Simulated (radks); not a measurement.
All-electron atom: Tc2.25+ in [Ar] 3d10 4s2 4d(up 2.5, down 2.5) 4p(up 3, down 2.75) (fractional occupations, a model configuration). Method: scalar-relativistic Kohn-Sham, PBEsol, spin-polarised, spherical densities, point nucleus; computed with a radial shooting solver on a logarithmic mesh with Libxc functionals.

Unscreened Slater integrals over Kohn-Sham orbitals (hartree). They are taken over the spin-up orbitals.

| integral | value |
|---|---|
| F0(4d,4d) | 0.57451 |
| F2(4d,4d) | 0.28744 |
| F4(4d,4d) | 0.18757 |
| F0(4d,4p) | 0.65236 |
| F2(4d,4p) | 0.31780 |
| G1(4d,4p) | 0.39545 |
| G3(4d,4p) | 0.24096 |
| F0(4d,4s) | 0.67376 |
| G2(4d,4s) | 0.28408 |
| F0(4p,4p) | 0.77237 |
| F2(4p,4p) | 0.40576 |
| F0(4p,4s) | 0.80900 |
| G1(4p,4s) | 0.54838 |
| F0(4s,4s) | 0.85209 |

Derived for the open shells (J is the average intra-shell exchange parameter used in DFT+U). 4d: Racah B = F2/49 - 5 F4/441 = 0.003739 hartree, C = 35 F4/441 = 0.01489 hartree, C/B = 3.98, F4/F2 = 0.653, J = (F2 + F4)/14 = 0.03393 hartree. 4p: J = F2/5 = 0.08115 hartree.
